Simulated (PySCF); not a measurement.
Compound: C2H6O2SSi.
Numbering: `[SH:1][SiH:2]1[O:3][CH2:4][CH2:5][O:6]1` (hydrogens: H7 on S1; H8 on Si2; H9, H10 on C4; H11, H12 on C5)

Cartesian coordinates in Å at the PBE0-D3(BJ)/def2-SVP level; atoms count from 1:
```
atom  x, y, z in Å
S1     2.8251    0.5158    0.9223
Si2    1.0198    0.9036   -0.1219
O3    -0.3768    1.0286    0.7946
C4    -1.1704   -0.1276    0.6101
C5    -0.8377   -0.6821   -0.7799
O6     0.5376   -0.4330   -1.0077
H7     2.4367   -0.7167    1.3163
H8     1.2579    2.1502   -0.8853
H9    -0.9373   -0.8734    1.3937
H10   -2.2351    0.1377    0.7013
H11   -1.4428   -0.1760   -1.5549
H12   -1.0325   -1.7636   -0.8486
```

The closed-shell ground state was solved at several levels (PySCF, density fitting, gas phase, non-relativistic).

```csv
level,basis functions,total energy (Eh),HOMO (eV),LUMO (eV),gap (eV),dipole (D)
CAM-B3LYP/def2-SVPD,185,-917.6075,-9.11,0.85,9.96,2.18
B97-2/pcSseg-2,314,-918.1429,-7.52,0.04,7.56,2.15
```

Problem. Estimate the row for PBE0/pcSseg-1, a basis of 146 functions; the other rows only guide the guess.

Solution. Total energy -917.4814 Eh, HOMO -7.76 eV, LUMO 0.34 eV, gap 8.10 eV, dipole 2.53 D.

Problem. Over all these levels, which gives the widest orbital gap and which the narrowest?

Solution. CAM-B3LYP/def2-SVPD (range-separated hybrid) has the widest, 9.96 eV, and B97-2/pcSseg-2 (global hybrid, 21 % exact exchange) the narrowest, 7.56 eV. Functional and basis both differ between the two, so the spread mixes both effects.

Problem. How far do the dipole and the HOMO energy spread over the levels?

Solution. The dipole runs from 2.15 to 2.53 D (mean 2.29 D) and the HOMO from -9.11 to -7.52 eV.

One conformer stands for the species.
